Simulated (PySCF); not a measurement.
## How methods differ on the ionisation energy of Se¹⁴⁺

Se¹⁴⁺ [Ar] 3d2 [3d3/2^2, M_J = 2] → Se¹⁵⁺ [Ar] 3d1 [3d3/2^1, M_J = 3/2], as a difference of total energies. All numbers are calculated (PySCF 2.14, the two-component X2C-1e Hamiltonian, in an uncontracted even-tempered set (17 s from 1.2 bohr⁻², ratio 2.8; 12 p from 1.5 bohr⁻², ratio 2.8; 8 d from 1.5 bohr⁻², ratio 2.8; 4 f from 4.9 bohr⁻², ratio 3)). Correlated levels: [Ne] frozen; the 76 highest virtual spinors dropped. "Screened" scales the spin-orbit matrix elements by Boettger's factors to mimic the two-electron term; Breit and QED terms are absent.

| method | ionisation energy (eV) |
| --- | --- |
| GHF (spin-free) | 472.63 |
| GMP2 (spin-free) | 472.84 |
| GHF (screened spin-orbit) | 472.82 |
| GMP2 (screened spin-orbit) | 473.02 |

Breit and QED terms and the two-electron picture change are absent.

The spin-free rows relax to the high-spin LS determinant and lack the spin-orbit shift.

The labels give the starting determinants; with spin-orbit coupling the two ends relaxed to ⟨J²⟩ = 6.91, ⟨L²⟩ = 11.75, ⟨S²⟩ = 1.92 and ⟨J²⟩ = 3.75, ⟨L²⟩ = 6.00, ⟨S²⟩ = 0.75.

The determinant of Se¹⁴⁺ mixes levels of different J (the jj label is only the starting occupation), so the difference between spin-free and spin-orbit rows is not the physical spin-orbit shift.

For comparison: 473 ± 3 eV (theoretical estimate listed by NIST; NIST Atomic Spectra Database, ionization energies).
